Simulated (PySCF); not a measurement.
Potential energy of NaSn⁺ along the bond

Set-up: Na cc-pVDZ, Sn cc-pVDZ-PP with ECP28; scalar-relativistic core potentials (PySCF 2.14). Energies in eV from Na⁺ + Sn in their ground configurations at the same level. State: ³Π (triplet), unpaired electrons σ ↑, π ↑.

All columns are M06. A positive dipole points towards Sn; it is taken about the centre of mass and depends on that origin.

```
R (Å)  E (eV)   μ (D)  Mulliken charge on Na (basis-dependent)  HOMO (eV)  LUMO (eV)  Mayer bond order  ⟨S²⟩
2.908  -0.373   -8.22                                     0.63      -9.32      -7.92              0.56  2.00
3.043  -0.469   -8.67                                     0.66      -9.19      -7.87              0.52  2.00
3.178  -0.525   -9.15                                     0.68      -9.07      -7.81              0.49  2.00
3.280  -0.549   -9.52                                     0.70      -8.99      -7.76              0.46  2.00
3.381  -0.560   -9.90                                     0.72      -8.91      -7.71              0.43  2.00
3.482  -0.563  -10.28                                     0.74      -8.83      -7.63              0.41  2.00
3.618  -0.555  -10.81                                     0.76      -8.72      -7.55              0.38  2.00
3.787  -0.535  -11.49                                     0.78      -8.60      -7.37              0.35  2.00
3.990  -0.500  -12.33                                     0.80      -8.46      -7.20              0.32  2.00
4.260  -0.448  -13.49                                     0.83      -8.28      -6.95              0.29  2.00
```

A fit through these points gives, at Re = 3.460 Å, μ = -10.20 D and dμ/dR = -3.84 D/Å; the reduced mass is 19.29 u.

How strong is the fundamental in the double-harmonic approximation, I = 42.26·(dμ/dR)²/μred km/mol?

I = 42.26·(-3.84)²/19.29 = 32.3 km/mol at M06.

Spin–orbit coupling is left out, which matters for elements this heavy, above all for dissociation energies. For an ion De counts to the pair picked by the measured ionisation energies or electron affinities, which need not be the lowest pair at this level. The state is the lowest determinant that a PBE0 search found; another state may lie lower at other levels.
